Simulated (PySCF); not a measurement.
## NMR data sheet: C5H7BO2

| Property | Result |
| --- | --- |
| Formula | C5H7BO2 |
| SMILES | C=C(C#CC)B(O)O |
| InChI | InChI=1S/C5H7BO2/c1-3-4-5(2)6(7)8/h7-8H,2H2,1H3 |
| Point group of the computed structure | C1 |
| Carbon signals | 5 |
| Proton signals | 4 |

Structure with atom numbers: `[CH2:1]=[C:2]([C:3]#[C:4][CH3:5])[B:6]([OH:7])[OH:8]` (H(Xn): hydrogen on atom n). Ha(C1) is cis to C3; Hb(C1) is trans to C3.

- σ from GIAO-PBE0/pcSseg-1
- coordinates at the PBE0-D3(BJ)/def2-SVP level
- B3LYP/pcJ-1 coupling constants (spin–dipole term only in couplings to heteroatoms)
- run in PySCF
- rapidly exchanging positions averaged, single conformer, in vacuum, non-relativistic

Shifts are taken against calculated references (same method and geometry level): $^{1}$H and $^{13}$C against TMS; $^{11}$B against BF3·OEt2; H2O for $^{17}$O.

| carbon | δC, type | δH (multiplicity, J in Hz) | HMBC from (abs. J ≥ 3 Hz) | span of the C tensor (ppm) |
| --- | --- | --- | --- | --- |
| C1 | 141.2, CH2 | Ha(C1) 6.13 (dq, 2.8, 1.4); Hb(C1) 5.80 (dq, 2.8, 1.2) | – | 245 |
| C2 | 138.3, C | – | Ha(C1), Hb(C1) | 237 |
| C3 | 85.0, C | – | Ha(C1), Hb(C1), H(C5) | 274 |
| C4 | 101.0, C | – | H(C5) | 182 |
| C5 | 6.0, CH3 | 2.10 (t, 1.3) | – | 22 |

Other nuclei:
```json
{"atoms": "H(O7)/H(O8)", "nucleus": "$^{1}$H", "environment": "hydrogen on an oxygen bonded to B", "δ (ppm)": "3.87", "σ (ppm)": "27.40"}
{"atoms": "B6", "nucleus": "$^{11}$B", "environment": "boron bonded to C, 2 O", "δ (ppm)": "25.9", "σ (ppm)": "74.8"}
{"atoms": "O7/O8", "nucleus": "$^{17}$O", "environment": "oxygen bonded to B, H", "δ (ppm)": "116.8", "σ (ppm)": "217.8"}
```

Selected couplings (Hz, signed; the shortest-range and largest first, 30 at most; isotopes $^{13}$C, $^{1}$H, $^{11}$B): $^{1}J$(C3,C4) 201.8, $^{1}J$(C1,Ha(C1)) 173.0, $^{1}J$(C1,Hb(C1)) 164.0, $^{1}J$(C5,H(C5)) 137.9, $^{1}J$(C2,C3) 90.4, $^{1}J$(C2,B6) 85.2, $^{1}J$(C4,C5) 78.4, $^{1}J$(C1,C2) 69.8, $^{2}J$(C3,C5) 12.9, $^{2}J$(C2,C4) 12.2, $^{2}J$(C1,C3) -2.9, $^{2}J$(Ha(C1),Hb(C1)) 2.8, $^{2}J$(C3,B6) 1.2, $^{3}J$(B6,Ha(C1)) 10.4, $^{3}J$(B6,Hb(C1)) 6.3, $^{3}J$(C1,C4) 3.8, $^{3}J$(C4,B6) 2.5, $^{3}J$(C2,C5) 1.9, $^{4}J$(C1,C5) -1.9.

- δC 141.2: terminal =CH2 carbon; as expected for a trigonal carbon in a double bond.
- δC 138.3: fully substituted alkene carbon; the olefinic region.
- δC 101.0, 85.0: alkyne carbon; the triple bond shields along its axis, which puts it between sp3 and sp2 carbons.
- δH 6.13, 5.80: hydrogen on a terminal =CH2 carbon; attached to an sp2 carbon and in the plane of the double bond.
- δH 3.87: hydrogen on an oxygen bonded to B; labile proton, position sensitive to the medium.

The OH or NH signal is concentration- and solvent-dependent in practice; the value given is the gas-phase one. A carbon bonded to boron is broadened by the quadrupolar boron nucleus and is often missing from a measured spectrum. Splittings below 1 Hz are ignored in the labels, and close J values are merged. Shifts are as computed. Against solution values, carbons near 30 ppm lie about +2 ppm off and those near 130 ppm about +5 ppm. Of 1211 compounds with measured shifts, 218 miss one by over three times the rms of a fit or turn the order of signals round; such compounds aren't used in these exercises. Experimental scales use liquid or dissolved standards, which lie at an offset from isolated H2O (liquid H2O: subtract about 36 ppm).
